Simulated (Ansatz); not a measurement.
Stepwise reaction of `O[SiH2]/C=C\[SiH](O)O` with hydrogen, as a gas-phase model of exchange steps in deposition or etching. ΔE in kJ/mol.

Gas-phase electronic energies from Ansatz, PBE0-D4/def2-TZVP geometries. CBS: MP2 limit from def2 TZ/QZ plus the TZ coupled-cluster correction, frozen cores. This one scheme is used for every species. Double bonds are as drawn, so ΔE can hold a change between cis and trans. Functionals use def2-TZVPP. B3LYP here is the variant with VWN-RPA as its local correlation; programs differ in this. Each species was taken in one conformer, which may not be the lowest.

```
step                                                  reaction  PBE-D4  B3LYP-D4  ωB97M-V  CCSD(T)/CBS
   2  `O[SiH](O)/C=C/[SiH3]` + H₂ → `O[SiH2]/C=C/[SiH3]` + H₂O    87.3      93.4     94.8         91.5
   3     `O[SiH2]/C=C/[SiH3]` + H₂ → `[SiH3]/C=C/[SiH3]` + H₂O    65.5      72.1     72.6         69.6
```

(1) Give the row of step 1, `O[SiH2]/C=C\[SiH](O)O` + H₂ → `O[SiH](O)/C=C/[SiH3]` + H₂O. (Best estimate.)

(2) By hand: ΔE of the 3 steps together at CCSD(T)/CBS.

## Answers

(1) Computed: 
```tsv
step	reaction	PBE-D4	B3LYP-D4	ωB97M-V	CCSD(T)/CBS
1	`O[SiH2]/C=C\[SiH](O)O` + H₂ → `O[SiH](O)/C=C/[SiH3]` + H₂O	73.6	80.4	77.4	73.1
```

(2) (73.1) + (91.5) + (69.6) = 234.2 kJ/mol, or 78.1 kJ/mol a step.

In ΔE step 3 is the lowest and step 2 the highest. All are uphill at CCSD(T)/CBS. PBE-D4 differs from CCSD(T)/CBS by -4.2 to 0.5 kJ/mol a step. Isolated molecules leave out the surface, adducts and barriers. Largest T1 diagnostic: 0.012.
